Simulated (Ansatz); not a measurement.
Geometry optimisation, Ansatz 0.2.0, UKS BLYP-D4/cc-pVDZ.

The input (input.yaml):

```yaml
crystal:
  periodic: [false, false, false]
  atoms:
    - { symbol: Al, position_ang: [0.147956, -0.943435, 0.338687] }
    - { symbol: F, position_ang: [-0.85428, 1.821465, -0.527597] }
    - { symbol: Cl, position_ang: [-0.997358, -2.104614, -1.007444] }
    - { symbol: Cl, position_ang: [-0.254521, -0.776583, 2.407937] }
    - { symbol: H, position_ang: [0.03486, 1.905836, -0.758676] }
    - { symbol: Cl, position_ang: [1.923443, 0.097232, -0.453006] }
magnetization:
  spin_polarized: true
basis:
  gaussian: { orbitals: cc-pVDZ }
hamiltonian:
  xc: blyp
  dispersion: d4
relax:
  f_tol: 0.03
  max_steps: 50
```

Command:

```bash
$ ansatz run input.yaml --threads 2 --pin off --max-ram 3072MiB --backend cpu --events-out ev --progress --plain --runs-dir out
```

**Question.** Where does it end, and by what steps?

**Answer.** The forces met the threshold. After 8 steps the energy has fallen by 0.561 eV; F2 moved furthest, 0.60 Å. Joined: Al1–F2 (3.07 → 2.03 Å).

```
step  energy less start (eV)  largest force component (eV/Å)  accepted
   0                  0.0000                           1.233       yes
   1                 -0.1721                           0.658       yes
   2                 -0.3527                           0.925       yes
   3                 -0.5267                           0.343       yes
   4                 -0.5427                           0.264       yes
   5                 -0.5540                           0.059       yes
   6                 -0.5572                           0.104       yes
   7                 -0.5609                           0.058       yes
   8                 -0.5613                           0.010       yes
```

```xyz
6
Properties=species:S:1:pos:R:3
Al -0.016 -0.553 0.220
F -0.731 1.267 -0.338
Cl -1.017 -1.931 -1.053
Cl -0.283 -0.608 2.329
H 0.166 1.542 -0.636
Cl 1.882 0.284 -0.520
```

Whether the end is a true minimum wasn't checked by a vibrational analysis.

Run time: 18 s on 2 threads of Intel(R) Xeon(R) 6975P-C (Granite Rapids), on a shared host, peak memory 0.2 GiB.
